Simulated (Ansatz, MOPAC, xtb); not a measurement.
Diatomic NaP, multiplicity 3 (lowest of 2S+1 = 1, 3, 5 at CCSD(T)/def2-TZVPP on PBE0 minima; our sources give no spin for the ground state, which may be another).

Constants: fifth-degree fit in 1/R to seven points, most abundant isotopes. In def2 and cc sets the state is the lowest found near the PBE0 minimum, followed along R.

Programs: Ansatz (Gaussian basis) for Hartree–Fock, density functionals and correlated methods; MOPAC for PM6 (differences of heats of formation); xtb for the GFN methods. Each number belongs to the level named beside it. The GFN methods have no spin term and hold the electronic entropy of 300 K.

| level | r_e (Å) | ω_e (cm⁻¹) | ω_e x_e (cm⁻¹) | α_e (cm⁻¹) | D_e (eV) | dipole (D) |
|---|---|---|---|---|---|---|
| PM6 | 2.776 | 279 | 0.33 | 0.00040 | - | - |
| GFN2-xTB | 2.615 | 230 | 2.4 | 0.0029 | - | - |
| SVWN5/def2-TZVPP | 2.622 | 280 | 1.5 | 0.0014 | 1.69 | 6.26 |
| PBE/def2-TZVPP | 2.668 | 269 | 1.5 | 0.0014 | 1.45 | 6.35 |
| r2SCAN/def2-TZVPP | 2.671 | 274 | 1.6 | 0.0014 | 1.38 | 7.18 |
| B97M-V/def2-TZVPP | 2.664 | 273 | 1.6 | 0.0015 | 1.52 | 6.54 |
| B3LYP/def2-TZVPP | 2.657 | 277 | 1.4 | 0.0014 | 1.41 | 6.70 |
| PBE0/def2-TZVPP | 2.652 | 281 | 1.4 | 0.0014 | 1.34 | 7.13 |
| BHLYP/def2-TZVPP | 2.640 | 290 | 1.4 | 0.0013 | 1.29 | 7.37 |
| CAM-B3LYP/def2-TZVPP | 2.626 | 292 | 1.3 | 0.0013 | 1.38 | 7.27 |
| wB97X-V/def2-TZVPP | 2.636 | 296 | 1.2 | 0.0012 | 1.46 | 7.92 |
| wB97M-V/def2-TZVPP | 2.634 | 293 | 1.2 | 0.0013 | 1.45 | 7.48 |
| B2PLYP/def2-TZVPP | 2.651 | 281 | 1.2 | 0.0013 | 1.30 | - |

D_e counts from each atom's lowest state at the same level, without counterpoise or zero-point energy.

Correlated levels freeze the inner cores; with def2 sets outer-core shells near the valence are correlated too. The state that PM6 reach isn't checked.

Ansatz is an electronic-structure program.
